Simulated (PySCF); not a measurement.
**Basis-set dependence of SnCl at CCSD(T)**

PySCF, UHF reference; doublet, unpaired electrons π ↑; De to Sn + Cl without counterpoise correction. Frozen cores follow the default of each basis and core potential.

| basis | relativity | functions | Re (Å) | ωe (cm⁻¹) | De (eV) | frozen orbitals |
| --- | --- | --- | --- | --- | --- | --- |
| cc-pVDZ-PP/cc-pV(D+d)Z | scalar-relativistic core potentials | 46 | 2.408 | 344 | 3.32 | 9 |
| x2c-SVPall | spin-free X2C | 54 | 2.396 | 360 | 3.34 | 23 |
| def2-SVPD | scalar-relativistic core potentials | 59 | 2.437 | 334 | 3.55 | 9 |
| def2-TZVPP | scalar-relativistic core potentials | 92 | 2.366 | 355 | 3.74 | 9 |
| def2-TZVPPD | scalar-relativistic core potentials | 107 | 2.371 | 350 | 3.77 | 9 |

Problem. How does each smaller set differ from the one with most functions, def2-TZVPPD?

Solution. cc-pVDZ-PP/cc-pV(D+d)Z: +3.7 pm, -1.7 % in ωe, -0.45 eV in De; x2c-SVPall: +2.5 pm, +2.9 % in ωe, -0.43 eV in De; def2-SVPD: +6.6 pm, -4.6 % in ωe, -0.22 eV in De; def2-TZVPP: -0.5 pm, +1.4 % in ωe, -0.03 eV in De. All at CCSD(T); the set with most functions is neither the basis-set limit nor always the best. The rows treat relativity differently, so the differences are not basis effects alone.

Correlated steps freeze the inner cores (9 to 23 orbitals); shallow outer-core shells are correlated. Correlated levels converge slowly with the basis: in double zeta they bind strong bonds too weakly, by up to about 1 eV, and carry superposition errors of some tenths. Spin–orbit coupling is left out, which matters for elements this heavy, above all for dissociation energies. The state was picked by a PBE0 search and need not be the measured ground state.
